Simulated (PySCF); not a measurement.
A calculated (UHF, PySCF 2.14, x2c-QZVPPall, scalar relativity by spin-free X2C-1e) atom or ion has these occupied shells.

```json
{"shell": "1s α", "electrons": "1", "orbital energy (eV)": "-8430.7", "rms radius, mean of both spins (bohr)": "0.0624"}
{"shell": "1s β", "electrons": "1", "orbital energy (eV)": "-8430.5", "rms radius, mean of both spins (bohr)": "0.0624"}
{"shell": "2s α", "electrons": "1", "orbital energy (eV)": "-1081.1", "rms radius, mean of both spins (bohr)": "0.265"}
{"shell": "2s β", "electrons": "1", "orbital energy (eV)": "-1077.7", "rms radius, mean of both spins (bohr)": "0.265"}
{"shell": "2p α", "electrons": "3", "orbital energy (eV)": "-930.18", "rms radius, mean of both spins (bohr)": "0.238"}
{"shell": "2p β", "electrons": "3", "orbital energy (eV)": "-926.97", "rms radius, mean of both spins (bohr)": "0.238"}
{"shell": "3s α", "electrons": "1", "orbital energy (eV)": "-167.87", "rms radius, mean of both spins (bohr)": "0.788"}
{"shell": "3s β", "electrons": "1", "orbital energy (eV)": "-158.98", "rms radius, mean of both spins (bohr)": "0.788"}
{"shell": "3p α", "electrons": "3", "orbital energy (eV)": "-121.86", "rms radius, mean of both spins (bohr)": "0.837"}
{"shell": "3p β", "electrons": "3", "orbital energy (eV)": "-111.63", "rms radius, mean of both spins (bohr)": "0.837"}
{"shell": "3d α", "electrons": "5", "orbital energy (eV)": "-48.013", "rms radius, mean of both spins (bohr)": "1.00"}
{"shell": "3d β", "electrons": "2", "orbital energy (eV)": "-43.894", "rms radius, mean of both spins (bohr)": "1.00"}
{"shell": "4s α", "electrons": "1", "orbital energy (eV)": "-27.655", "rms radius, mean of both spins (bohr)": "2.46"}
```

Question: Name the element and its charge.

Answer: Ni²⁺ (nickel, charge +2), in [Ar] 3d7 4s1, high-spin 5F determinant (an excited configuration).
